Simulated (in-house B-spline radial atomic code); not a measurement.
Configurations of Zn III (Zn2+), with energies counted from [Ar] 3d10. Computed with an all-electron radial atomic-structure program (B-spline basis): non-relativistic revTPSS, spin-polarised, spherical fractional occupations, point nucleus. Shells without spins written out take the highest spin.

Occupations are held fixed; configurations that lie above the ionisation limit could autoionise.

```json
{"configuration": "[Ar] 3d9 4d1", "E - E(ref) (eV)": "27.398", "highest orbital": "4d up", "its <r> (bohr)": "3.854"}
{"configuration": "[Ne] 3s2 3p5 3d10 4s1", "E - E(ref) (eV)": "83.723", "highest orbital": "4s up", "its <r> (bohr)": "2.14"}
{"configuration": "[Ne] 3s2 3p5 3d10 4f1", "E - E(ref) (eV)": "105.91", "highest orbital": "4f up", "its <r> (bohr)": "5.844"}
{"configuration": "[Ne] 3s2 3p(2 up, 3 down) 3d10 4f(1 up, 0 down)", "E - E(ref) (eV)": "105.92", "highest orbital": "4f up", "its <r> (bohr)": "5.847"}
```

Order these further configurations by energy, lowest first.
A. [Ne] 3s2 3p(3 up, 2 down) 3d10 4d(1 up, 0 down)
B. [Ar] 3d9 4f1
C. [Ar] 3d9 4p1
D. [Ar] 3d(4 up, 5 down) 4s(0 up, 1 down)
E. [Ne] 3s2 3p(3 up, 2 down) 3d10 4p(1 up, 0 down)

D (10.312 eV), C (18.086 eV), B (32.41 eV), E (91.531 eV), A (100.88 eV).
